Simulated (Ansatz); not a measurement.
Species: InH (charge 0, singlet). SMILES: [InH]
Coordinates optimised at B3LYP-D3(BJ)/def2-TZVP (Ansatz, a quantum-chemistry and plane-wave program):
```xyz
2

In     0.0000     0.0000    -0.0373
H      0.0000     0.0000     1.8254
```
Charge 0, spin multiplicity 1.

Property: vertical electron affinity (to the doublet state of charge -1; a negative value means that the extra electron is unbound and the number depends on the basis; each state is the SCF solution reached for its spin), in eV. Correlated levels leave the core frozen unless marked. Open shells are spin-unrestricted. No spin-orbit coupling. The frozen core is the preceding noble-gas configuration, with the filled d and f shells of earlier blocks. Past Kr the def2 sets carry scalar-relativistic core potentials. Anions need diffuse functions: def2-D sets add few. CBS marks a two-point X^-3 extrapolation of the correlation energy; Hartree-Fock from the larger set.

| level | program | vertical electron affinity (eV) |
|---|---|---|
| SVWN5/def2-TZVPD | Ansatz | 0.31 |
| PBE/def2-TZVPD | Ansatz | 0.20 |
| r2SCAN/def2-TZVPD | Ansatz | 0.29 |
| B3LYP/def2-TZVPD | Ansatz | 0.20 |
| PBE0/def2-TZVPD | Ansatz | 0.21 |
| BHLYP/def2-TZVPD | Ansatz | 0.09 |
| CAM-B3LYP/def2-TZVPD | Ansatz | 0.19 |
| wB97M-V/def2-TZVPD | Ansatz | 0.11 |
| wB97X-V/def2-TZVPD | Ansatz | 0.07 |
| wB97X/def2-TZVPD | Ansatz | 0.06 |
| CCSD/def2-SVPD | Ansatz | -0.09 |
| CCSD/def2-TZVPPD | Ansatz | 0.08 |
| CCSD/def2-QZVPPD | Ansatz | 0.13 |
| CCSD/CBS(def2-TZVPPD,def2-QZVPPD) | Ansatz | 0.14 |
| CCSD(T)/def2-SVPD | Ansatz | -0.07 |
| CCSD(T)/def2-TZVPPD | Ansatz | 0.11 |
| CCSD(T)/def2-QZVPPD | Ansatz | 0.16 |
| CCSD(T)/CBS(def2-TZVPPD,def2-QZVPPD) | Ansatz | 0.18 |
